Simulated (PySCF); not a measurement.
**Xe⁵⁰⁺: ionisation energy**

Xe⁵⁰⁺ [He] 2s2 (1S) → Xe⁵¹⁺ [He] 2s1 (2S), as a difference of total energies. Calculation: PySCF 2.14, in an even-tempered Gaussian basis (17 s from 27 bohr⁻², ratio 2.2; 8 p from 40 bohr⁻², ratio 2.4; 5 d from 120 bohr⁻², ratio 2.4; 5 f from 180 bohr⁻², ratio 2.4; 4 g from 270 bohr⁻², ratio 2.4); the non-relativistic Hamiltonian (point nucleus). Correlated levels: nothing frozen; virtual orbitals above 40 to 60 times the deepest correlated orbital energy dropped. The calculations carry no spin-orbit coupling.

| method | ionisation energy (eV) |
| --- | --- |
| UHF | 9125.3 |
| LDA | 9121.1 |
| PBE | 9130.9 |
| PBE0 | 9129.9 |
| r2SCAN | 9123.5 |
| B97-3 | 9128.5 |
| BLYP | 9130.0 |
| MP2 (all electrons) | 9134.7 |
| SCS-MP2 (all electrons) | 9136.6 |

How much does correlation contribute at MP2 (all electrons)?

9134.7 − (9125.3) = 9.4 eV, measured against UHF.

The gap to the reference is mostly relativistic.

For comparison: 9581 ± 4 eV (theoretical estimate listed by NIST; NIST Atomic Spectra Database, ionization energies).
